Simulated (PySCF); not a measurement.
## Radial density of Ne⁺ (neon, charge +1)

PBEsol, [He] 2s2 2p5, 2P determinant. Calculation: PySCF 2.14, in aug-cc-pVTZ with one added diffuse shell each of s, p, d, f type (6s5p4d3f, 62 functions); the non-relativistic Hamiltonian (point nucleus).

```csv
r (bohr),4πr²ρ (e/bohr),4πr²(ρα − ρβ)
0.00290,0.06159,0.0000
0.00488,0.1682,0.0000
0.00821,0.4438,0.0000
0.0138,1.125,-0.0001
0.0232,2.636,0.0000
0.0391,5.455,0.0011
0.0657,9.127,0.0093
0.111,10.85,0.0535
0.186,7.857,0.2182
0.313,5.131,0.6386
0.526,7.185,1.0731
0.885,6.108,0.8363
1.49,1.766,0.2272
2.50,0.1386,0.0147
4.21,0.0003337,0.0000
7.08,1.450e-05,0.0000
```
